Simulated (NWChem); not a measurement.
System: CH6O2Si2; SMILES C1O[SiH2][SiH2]O1

Parts of the log:

```
             Northwest Computational Chemistry Package (NWChem) 7.3.0
             --------------------------------------------------------

 C2V symmetry detected

                             Geometry "geometry" -> ""
                             -------------------------

 Output coordinates in angstroms (scale by  1.889725989 to convert to a.u.)

  No.       Tag          Charge          X              Y              Z
 ---- ---------------- ---------- -------------- -------------- --------------
    1 C                    6.0000     0.00000000     0.00000000     1.57916427
    2 O                    8.0000     1.16470739     0.00000000     0.83996848
    3 Si                  14.0000     1.14976015     0.00000000    -0.80667335
    4 Si                  14.0000    -1.14976015     0.00000000    -0.80667335
    5 O                    8.0000    -1.16470739     0.00000000     0.83996848
    6 H                    1.0000     0.00000000     0.89416587     2.22404870
    7 H                    1.0000     0.00000000    -0.89416587     2.22404870
    8 H                    1.0000     1.88541756     1.20457275    -1.19393121
    9 H                    1.0000     1.88541756    -1.20457275    -1.19393121
   10 H                    1.0000    -1.88541756     1.20457275    -1.19393121
   11 H                    1.0000    -1.88541756    -1.20457275    -1.19393121

 Effective nuclear repulsion energy (a.u.)     313.0512616765

      Symmetry information
      --------------------

 Group name             C2v
 Group number             16
 Group order               4
 No. of unique centers     5

                                Z-matrix (autoz)
                                --------

 Units are Angstrom for bonds and degrees for angles

[...]

      ----------------------
      Optimization converged
      ----------------------

  Step       Energy      Delta E   Gmax     Grms     Xrms     Xmax
  ---- ---------------- -------- -------- -------- -------- --------
@    6    -770.41044314 -2.2D-07  0.00007  0.00002  0.00049  0.00131
                                     ok       ok       ok       ok

                                Z-matrix (autoz)
                                --------

 Units are Angstrom for bonds and degrees for angles

[...]

 Rotational Constants
 --------------------
 A=   0.142326 cm-1  (  0.204771 K)
 B=   0.118821 cm-1  (  0.170954 K)
 C=   0.068744 cm-1  (  0.098906 K)

 Temperature                      =   298.15K
 frequency scaling parameter      =   1.0000

 Zero-Point correction to Energy  =   45.229 kcal/mol  (  0.072076 au)
 Thermal correction to Energy     =   48.779 kcal/mol  (  0.077734 au)
 Thermal correction to Enthalpy   =   49.371 kcal/mol  (  0.078678 au)

 Total Entropy                    =   75.434 cal/mol-K
   - Translational                =   39.874 cal/mol-K (mol. weight = 105.9906)
   - Rotational                   =   25.342 cal/mol-K (symmetry #  =        2)
   - Vibrational                  =   10.218 cal/mol-K

 Cv (constant volume heat capacity) =   20.756 cal/mol-K
   - Translational                  =    2.979 cal/mol-K
   - Rotational                     =    2.979 cal/mol-K
   - Vibrational                    =   14.797 cal/mol-K

[normal modes left out]

 ----------------------------------------------------------------------------
 Normal Eigenvalue ||           Projected Infra Red Intensities
  Mode   [cm**-1]  || [atomic units] [(debye/angs)**2] [(KM/mol)] [arbitrary]
 ------ ---------- || -------------- ----------------- ---------- -----------
    1      -68.962 ||    0.008818           0.203         8.596       1.454
    2       -0.000 ||    0.000041           0.001         0.040       0.007
    3        0.000 ||    0.000013           0.000         0.013       0.002
    4        0.000 ||    0.000140           0.003         0.136       0.023
    5        0.000 ||    0.000061           0.001         0.060       0.010
    6        0.000 ||    0.000000           0.000         0.000       0.000
    7        0.000 ||    0.000099           0.002         0.097       0.016
    8       63.803 ||    0.000000           0.000         0.000       0.000
    9      346.937 ||    0.024951           0.576        24.324       4.114
   10      376.075 ||    0.026696           0.616        26.025       4.402
   11      450.323 ||    0.000013           0.000         0.013       0.002
   12      592.053 ||    0.000000           0.000         0.000       0.000
   13      619.781 ||    0.001058           0.024         1.032       0.175
   14      682.394 ||    0.000000           0.000         0.000       0.000
   15      690.396 ||    0.044959           1.037        43.828       7.414
   16      741.584 ||    0.063881           1.474        62.275      10.534
   17      751.284 ||    0.025222           0.582        24.588       4.159
   18      751.899 ||    0.065189           1.504        63.550      10.749
   19      881.075 ||    0.144691           3.338       141.052      23.859
   20      964.998 ||    0.167505           3.864       163.292      27.621
   21      977.343 ||    0.123835           2.857       120.720      20.420
   22     1124.945 ||    0.307057           7.084       299.334      50.632
   23     1146.151 ||    0.003984           0.092         3.884       0.657
   24     1196.273 ||    0.332149           7.663       323.795      54.770
   25     1265.682 ||    0.000000           0.000         0.000       0.000
   26     1442.589 ||    0.009551           0.220         9.311       1.575
   27     1528.463 ||    0.007698           0.178         7.504       1.269
   28     2231.300 ||    0.000000           0.000         0.000       0.000
   29     2231.893 ||    0.149367           3.446       145.611      24.630
   30     2238.870 ||    0.069303           1.599        67.560      11.428
   31     2240.036 ||    0.251468           5.802       245.143      41.466
   32     3032.425 ||    0.126061           2.908       122.891      20.787
   33     3084.390 ||    0.047452           1.095        46.258       7.825
 ----------------------------------------------------------------------------

 ===============================================================================
      Negative Nuclear Hessian Mode    1  Eigenvalue =    -68.96 cm**(-1)
 -------------------------------------------------------------------------------
   Raw step length:  0.340 angstroms ;  The Raw step for this mode is:
    1 C                    6.0000    -0.00000000     0.07048965     0.00000002
    2 O                    8.0000     0.00000000    -0.05875843     0.00000001
    3 Si                  14.0000    -0.00000002     0.01002426     0.00000001
    4 Si                  14.0000     0.00000002     0.01002418    -0.00000003
    5 O                    8.0000     0.00000002    -0.05875830    -0.00000000
    6 H                    1.0000     0.00000006     0.17009650    -0.13669397
    7 H                    1.0000    -0.00000004     0.17009649     0.13669403
    8 H                    1.0000    -0.01360190     0.03225884     0.02909234
    9 H                    1.0000     0.01360170     0.03225880    -0.02909240
   10 H                    1.0000     0.01360185     0.03225880     0.02909240
   11 H                    1.0000    -0.01360201     0.03225881    -0.02909224

  Geometry after  100.0% step for mode  1; Step length =  0.340 angstroms
   Maximum component (any atom: x,y, or z) displacement:  0.321
    1 C                    6.0000    -0.00000000     0.07048965     1.66757889
    2 O                    8.0000     1.17312742    -0.05875843     0.90554563
    3 Si                  14.0000     1.16796294     0.01002426    -0.77806262
    4 Si                  14.0000    -1.16796294     0.01002418    -0.77806265
    5 O                    8.0000    -1.17312740    -0.05875830     0.90554562
    6 H                    1.0000     0.00000006     1.06927492     2.17395270
    7 H                    1.0000    -0.00000004    -0.72908193     2.44734071
    8 H                    1.0000     1.84815254     1.24387583    -1.27733544
    9 H                    1.0000     1.87535613    -1.17935818    -1.33552018
   10 H                    1.0000    -1.84815258     1.24387579    -1.27733538
   11 H                    1.0000    -1.87535644    -1.17935817    -1.33552002

  Geometry after -100.0% step for mode  1; Step length =  0.340 angstroms
   Maximum component (any atom: x,y, or z) displacement:  0.321
    1 C                    6.0000     0.00000000    -0.07048965     1.66757886
    2 O                    8.0000     1.17312741     0.05875843     0.90554561
    3 Si                  14.0000     1.16796298    -0.01002426    -0.77806264
    4 Si                  14.0000    -1.16796298    -0.01002418    -0.77806260
    5 O                    8.0000    -1.17312744     0.05875830     0.90554562
    6 H                    1.0000    -0.00000006     0.72908193     2.44734065
    7 H                    1.0000     0.00000004    -1.06927492     2.17395264
    8 H                    1.0000     1.87535633     1.17935814    -1.33552012
    9 H                    1.0000     1.84815274    -1.24387579    -1.27733538
   10 H                    1.0000    -1.87535629     1.17935818    -1.33552017
   11 H                    1.0000    -1.84815243    -1.24387580    -1.27733554

  Geometry after   50.0% step for mode  1; Step length =  0.170 angstroms
   Maximum component (any atom: x,y, or z) displacement:  0.161
    1 C                    6.0000    -0.00000000     0.03524483     1.66757888
    2 O                    8.0000     1.17312742    -0.02937921     0.90554563
    3 Si                  14.0000     1.16796295     0.00501213    -0.77806262
    4 Si                  14.0000    -1.16796295     0.00501209    -0.77806264
    5 O                    8.0000    -1.17312741    -0.02937915     0.90554562
    6 H                    1.0000     0.00000003     0.98422667     2.24229969
    7 H                    1.0000    -0.00000002    -0.81413018     2.37899369
    8 H                    1.0000     1.85495349     1.22774641    -1.29188161
    9 H                    1.0000     1.86855529    -1.19548758    -1.32097398
   10 H                    1.0000    -1.85495351     1.22774639    -1.29188158
   11 H                    1.0000    -1.86855544    -1.19548758    -1.32097390

  Geometry after  -50.0% step for mode  1; Step length =  0.170 angstroms
   Maximum component (any atom: x,y, or z) displacement:  0.161
    1 C                    6.0000     0.00000000    -0.03524483     1.66757886
    2 O                    8.0000     1.17312742     0.02937921     0.90554562
    3 Si                  14.0000     1.16796297    -0.00501213    -0.77806263
    4 Si                  14.0000    -1.16796297    -0.00501209    -0.77806261
    5 O                    8.0000    -1.17312743     0.02937915     0.90554562
    6 H                    1.0000    -0.00000003     0.81413018     2.37899366
    7 H                    1.0000     0.00000002    -0.98422667     2.24229966
    8 H                    1.0000     1.86855538     1.19548756    -1.32097395
    9 H                    1.0000     1.85495359    -1.22774639    -1.29188158
   10 H                    1.0000    -1.86855536     1.19548758    -1.32097398
   11 H                    1.0000    -1.85495343    -1.22774639    -1.29188166

  Geometry after   62.2% step for mode  1; Step length =  0.212 angstroms
   Maximum component (any atom: x,y, or z) displacement:  0.200
    1 C                    6.0000    -0.00000000     0.04385925     1.66757888
    2 O                    8.0000     1.17312742    -0.03655998     0.90554563
    3 Si                  14.0000     1.16796295     0.00623718    -0.77806262
    4 Si                  14.0000    -1.16796295     0.00623713    -0.77806264
    5 O                    8.0000    -1.17312741    -0.03655990     0.90554562
    6 H                    1.0000     0.00000004     1.00501387     2.22559455
    7 H                    1.0000    -0.00000003    -0.79334298     2.39569883
    8 H                    1.0000     1.85329122     1.23168870    -1.28832628
    9 H                    1.0000     1.87021753    -1.19154529    -1.32452931
   10 H                    1.0000    -1.85329125     1.23168868    -1.28832625
   11 H                    1.0000    -1.87021772    -1.19154528    -1.32452921

  Geometry after  -62.2% step for mode  1; Step length =  0.212 angstroms
   Maximum component (any atom: x,y, or z) displacement:  0.200
    1 C                    6.0000     0.00000000    -0.04385925     1.66757886
    2 O                    8.0000     1.17312742     0.03655998     0.90554562
    3 Si                  14.0000     1.16796297    -0.00623718    -0.77806263
    4 Si                  14.0000    -1.16796297    -0.00623713    -0.77806261
    5 O                    8.0000    -1.17312743     0.03655990     0.90554562
    6 H                    1.0000    -0.00000004     0.79334297     2.39569880
    7 H                    1.0000     0.00000003    -1.00501387     2.22559451
    8 H                    1.0000     1.87021765     1.19154527    -1.32452927
    9 H                    1.0000     1.85329135    -1.23168868    -1.28832624
   10 H                    1.0000    -1.87021762     1.19154529    -1.32452931
   11 H                    1.0000    -1.85329115    -1.23168869    -1.28832635

  Geometry after   31.1% step for mode  1; Step length =  0.106 angstroms
   Maximum component (any atom: x,y, or z) displacement:  0.100
    1 C                    6.0000    -0.00000000     0.02192962     1.66757888
    2 O                    8.0000     1.17312742    -0.01827999     0.90554562
    3 Si                  14.0000     1.16796295     0.00311859    -0.77806262
    4 Si                  14.0000    -1.16796295     0.00311856    -0.77806264
    5 O                    8.0000    -1.17312741    -0.01827995     0.90554562
    6 H                    1.0000     0.00000002     0.95209615     2.26812061
    7 H                    1.0000    -0.00000001    -0.84626070     2.35317275
    8 H                    1.0000     1.85752283     1.22165285    -1.29737703
    9 H                    1.0000     1.86598598    -1.20158114    -1.31547855
   10 H                    1.0000    -1.85752284     1.22165283    -1.29737701
   11 H                    1.0000    -1.86598608    -1.20158114    -1.31547849

  Geometry after  -31.1% step for mode  1; Step length =  0.106 angstroms
   Maximum component (any atom: x,y, or z) displacement:  0.100
    1 C                    6.0000     0.00000000    -0.02192962     1.66757887
    2 O                    8.0000     1.17312742     0.01827999     0.90554562
    3 Si                  14.0000     1.16796297    -0.00311859    -0.77806263
    4 Si                  14.0000    -1.16796297    -0.00311856    -0.77806262
    5 O                    8.0000    -1.17312743     0.01827995     0.90554562
    6 H                    1.0000    -0.00000002     0.84626070     2.35317274
    7 H                    1.0000     0.00000001    -0.95209615     2.26812059
    8 H                    1.0000     1.86598604     1.20158113    -1.31547853
    9 H                    1.0000     1.85752289    -1.22165283    -1.29737701
   10 H                    1.0000    -1.86598603     1.20158114    -1.31547854
   11 H                    1.0000    -1.85752280    -1.22165284    -1.29737706
```

Level: PBE0/def2-SVP. The optimisation ended at a saddle point (imaginary frequency).

### Question
Which NWChem input produces such a log?

### Answer
Several could match; the one computed here: the input that was run:
```
start job
memory heap 200 mb stack 900 mb global 1100 mb
geometry units angstroms
  C      0.250806     1.557184    -0.001960
  O     -1.016596     1.012559     0.011884
  Si    -1.263596    -0.615518     0.014773
  Si     1.006525    -0.981084    -0.011794
  O      1.283038     0.642241    -0.014972
  H      0.363674     2.193867     0.890012
  H      0.342805     2.193890    -0.898198
  H     -2.037345    -0.880918     1.228431
  H     -2.065521    -0.880771    -1.180550
  H      1.685200    -1.480476     1.184957
  H      1.657154    -1.480350    -1.224025
end
basis spherical
  * library def2-svp
end
dft
  xc pbe0
  iterations 150
end
driver
  maxiter 120
end
task dft optimize
task dft freq
```
